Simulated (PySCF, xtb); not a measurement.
Sn(H)2(Et)(OH) (C₂H₈OSn), SMILES [SnH2]([OH])[CH2]C.

GFN2-xTB in xtb 6.7.1 at its own geometry gives an orbital gap of 5.32 eV and a dipole moment of 3.38 D.

Coordinates come from a B3LYP-D3(BJ)/def2-SVP optimisation. The structure was generated by enumeration; whether it is a known compound was not checked. The def2 effective core potentials stand for the cores of Sn; spin–orbit coupling is left out. Other conformers were not sampled.

Q: What does PBE0/def2-TZVP run with PySCF give? (The exact figures need the calculation; the answer reports its results.)

A: gap 7.58 eV (levels -7.91 and -0.33 eV), dipole 1.41 D.
